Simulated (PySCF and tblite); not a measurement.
Results of a calculation; reference values are marked as such.
5 regioisomers of C9H12O3:

```csv
isomer,SMILES
A,[CH3:1][O:2][C:3](=[O:4])[c:5]1[o:6][cH:7][cH:8][c:9]1[CH:10]([CH3:11])[CH3:12]
B,[CH3:1][O:2][C:3](=[O:4])[c:5]1[cH:6][c:7]([CH:8]([CH3:9])[CH3:10])[cH:11][o:12]1
C,[CH3:1][O:2][C:3](=[O:4])[c:5]1[cH:6][cH:7][o:8][c:9]1[CH:10]([CH3:11])[CH3:12]
D,[CH3:1][O:2][C:3](=[O:4])[c:5]1[cH:6][cH:7][c:8]([CH:9]([CH3:10])[CH3:11])[o:12]1
E,[CH3:1][O:2][C:3](=[O:4])[c:5]1[cH:6][o:7][c:8]([CH:9]([CH3:10])[CH3:11])[cH:12]1
```

Protocol: conformer search, at most 4 conformers an isomer, GFN2-xTB geometries, energies PBE0/6-31G* (D3(BJ) added where defined), weights at 298.15 K with GFN2-xTB thermal terms. Programs: PySCF with density fitting and tblite.

(1) Rank the isomers by free energy at 298.15 K.

At least one structure keeps an imaginary mode at the tight-binding level. The minima are those of GFN2-xTB; planar forms about aryl–S or allylic bonds may be saddles in DFT.

Answers

(1) 
```csv
isomer,ΔG (kcal/mol),"ΔE, lowest conformer",conformers,largest weight %,rms dipole (D)
C,0.0,0.0,3,85,1.47
D,1.6,1.2,4,48,2.58
E,1.6,1.3,4,45,2.00
A,3.3,2.9,3,87,1.68
B,4.6,4.1,4,53,2.42
```
